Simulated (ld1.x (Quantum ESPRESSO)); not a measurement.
## Configuration tests for gallium (Ga) (TM)

ld1.x (Quantum ESPRESSO) 7.5 input, shortened:

```
&input
   title='Ga', zed=31., rel=2, dft='PBESOL', iswitch=3,
   config='[Ar] 3d10 4s2 4p1 4d-2', rel_dist='average'
 /
 &inputp
   pseudotype=2, tm=.true., lloc=-1, rcloc=1.16,
   nlcc=.false.
 /
3
4S  1  0   2.00   0.00  1.52  1.52  0.0
4P  2  1   1.00   0.00  2.44  2.44  0.0
4D  3  2  -2.00   0.10  2.18  2.18  0.0
 &test
   configts(1)='4s2 4p1'
 /
```

Open shells are filled in proportion to 2j + 1 (rel_dist='average').

Energies are relative to the spin-unpolarised reference configuration 4s2 4p1; without spin polarisation the order of configurations can differ from experiment.

```
valence configuration  charge  ΔE all-electron (eV)  error AE − PS (meV)
              4s1 4p0      +2                26.817                 -3.0
            4s2 4p0.5    +0.5                 2.028                 -0.6
              4s1 4p1      +1                13.084                 +6.1
              4s1 4p2       0                 6.549                  +14
              4s0 4p3       0                13.386                  +67
            4s2 4p1.3    -0.3                -0.531                  0.0
```

Task: What are ΔE and the potential's error for 4s2 4p0?

Result: ΔE = 5.681 eV all-electron; the error (AE − PS) is -3.8 meV.

ld1.x printed “convergence not achieved” for 6 of the counted tests; their residual had stalled under 1e-8, short of the target of 1e-14.

Note: ghost state, extra bound levels that the all-electron valence spectrum of the same l lacks: s at -50.5 eV. A true bound ghost makes a file unfit for plane-wave use.
